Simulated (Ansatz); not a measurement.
An input meant for the cluster GaF3 (charge 0, singlet).

```yaml
crystal:
  periodic: [false, false, false]
  atoms:
    - {symbol: Ga, position_ang: [0.000233, 0.000063, 0.000311]}
    - {symbol: F, position_ang: [-0.902624, -2.880061, 1.333227]}
    - {symbol: F, position_ang: [0.680023, 2.577960, 1.944379]}
    - {symbol: F, position_ang: [0.222368, 0.302019, -3.277897]}
basis:
  gaussian: {orbitals: cc-pVDZ}
hamiltonian: {xc: {name: HF}}
correlation: {method: ccsd_t}
scf: {omitted_lower_state_checks: [starts]}
```

```sh
$ ansatz run in.yaml --threads 4 --pin off --events-out ev --progress --plain --max-ram 3916MiB
```

Shortened log:

```
Functional definition: HF
711 factors; integrals over basis functions are off by at most 1.0e-3 eV
mean field evaluation 1: about -60418.4628 eV, gradient 6.8e1 eV
mean field evaluation 2: about -60418.4645 eV, gradient 6.8e1 eV
mean field evaluation 4: about -60432.2065 eV, gradient 1.6e1 eV
mean field evaluation 8: about -60436.0449 eV, gradient 1.2e0 eV
mean field evaluation 16: about -60436.0610 eV, gradient 8.3e-7 eV
mean field evaluation 32: about -60428.2555 eV, gradient 4.3e-1 eV
mean field evaluation 64: about -60428.2027 eV, gradient 4.6e0 eV
mean field evaluation 96: about -60432.6617 eV, gradient 2.2e1 eV
mean field evaluation 128: about -60418.8332 eV, gradient 2.8e1 eV
mean field -60436.06102343 eV, -2220.9842775777 hartree, gradient 3.8e-6 eV, S^2 0.000000; 2 other end points of the search recorded, 0 dependent functions left out; unrestricted orbitals would lower it
mean field evaluation 160: about -60445.3831 eV, gradient 1.2e-1 eV
mean field evaluation 192: about -60435.5434 eV, gradient 1.1e0 eV
mean field evaluation 224: about -60435.0620 eV, gradient 5.4e0 eV
mean field evaluation 256: about -60436.0610 eV, gradient 1.2e-3 eV
mean field evaluation 288: about -60435.3512 eV, gradient 6.9e0 eV
mean field evaluation 320: about -60434.5768 eV, gradient 1.5e1 eV
mean field evaluation 352: about -60434.4520 eV, gradient 1.6e1 eV
determinant -60436.06102343 eV, -2220.9842775777 hartree, with singles and doubles -60458.29516331 eV, -2221.8013671474 hartree
determinant -60435.00571488 eV, -2220.9454957037 hartree, with singles and doubles -60457.51790593 eV, -2221.7728034656 hartree
determinant -60433.52663607 eV, -2220.8911405599 hartree, with no singles and doubles
unrestricted determinant -60445.38583392 eV, -2221.3269580426 hartree, S^2 1.8799
12 core orbitals not correlated: weight in the atoms' cores, before any rotation towards them, 1.000 or more for the frozen orbitals, at most 0.000 for the correlated occupied ones
reference -60436.06102343 eV, -2220.9842775777 hartree; 17, 17 occupied and 40, 40 virtual orbitals, 711 factors
second order -27.40345078 eV of doubles, -0.00000000 eV of singles
cycle   1  -19.64973692 eV  change    -2.7e0 eV  update   1.5e-1
cycle   2  -20.60186371 eV  change   -9.5e-1 eV  update   1.0e-1
cycle   3  -21.09833908 eV  change   -5.0e-1 eV  update   7.7e-2
cycle   4  -21.40936252 eV  change   -3.1e-1 eV  update   5.9e-2
[...]
cycle   8  -22.17018145 eV  change   -2.5e-2 eV  update   3.3e-3
cycle   9  -22.15952472 eV  change    1.1e-2 eV  update   2.1e-3
cycle  10  -22.16367953 eV  change   -4.2e-3 eV  update   1.3e-3
cycle  11  -22.16270536 eV  change    9.7e-4 eV  update   7.4e-4
cycle  12  -22.16152968 eV  change    1.2e-3 eV  update   4.5e-4
cycle  13  -22.16267201 eV  change   -1.1e-3 eV  update   2.2e-4
cycle  14  -22.16245405 eV  change    2.2e-4 eV  update   1.3e-4
cycle  15  -22.16244298 eV  change    1.1e-5 eV  update   9.5e-5
cycle  16  -22.16240974 eV  change    3.3e-5 eV  update   6.6e-5
cycle  17  -22.16258234 eV  change   -1.7e-4 eV  update   4.0e-5
cycle  18  -22.16258556 eV  change   -3.2e-6 eV  update   1.7e-5
cycle  19  -22.16255809 eV  change    2.7e-5 eV  update   7.7e-6
cycle  20  -22.16256170 eV  change   -3.6e-6 eV  update   4.6e-6
cycle  21  -22.16255501 eV  change    6.7e-6 eV  update   2.8e-6
perturbative correction -2.74102262 eV, -0.1007307232 hartree
WARN: these amplitudes may be one of several solutions (largest doubles amplitude 0.39, level shift 12.67 eV)
Total energy: -60460.96460106 eV, -2221.8994671752 hartree
Checks for a lower state left out: starts
```

Q: Something in this input is off. What?

A: The coordinates are in bohr but typed as ångström. Self-consistency was reached. The result belongs to that input, not to the species as meant. The program marks the result for the charge 0 singlet as doubtful (other roots). T1 of the charge 0 singlet is large (up to 0.043), so the single-reference result is doubtful. The restricted singlet (for correlated methods, its reference) is unstable: a solution with broken spin symmetry lies lower.
